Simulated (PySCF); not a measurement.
Nb⁻ (niobium, charge -1) across methods

[Kr] 4d4 5s2, high-spin 5D determinant. Calculation: PySCF 2.14, in aug-cc-pVTZ-DK; the spin-free X2C one-electron Hamiltonian (Gaussian nucleus).

```tsv
method	E (hartree)	mean ε 5s α (eV)	mean ε 5s β (eV)	mean ε 4d α (eV)	Σ⟨r²⟩ (bohr²)	⟨S²⟩
PBE	-3818.89	0.105	1.043	1.139	100.8	6.061
PBE0	-3818.95	-0.395	0.665	0.041	101.3	6.080
LDA	-3814.68	-0.019	0.902	1.133	98.45	6.052
CAM-B3LYP	-3819.48	-0.978	-0.103	-0.883	98.69	6.042
revPBE	-3819.10	0.117	1.086	1.115	102.0	6.074
UHF	-3817.12323	-2.467	0.210	-4.112	139.4	6.506
r2SCAN	-3819.27	-0.290	0.904	0.686	105.5	6.187
```

The outer electron is barely bound at this level, so radii and moments hang on the diffuse functions.

The highest occupied level is positive at PBE, PBE0, LDA, revPBE, UHF, r2SCAN: only the finite basis holds that electron, at UHF too, so the state is unbound at these levels.
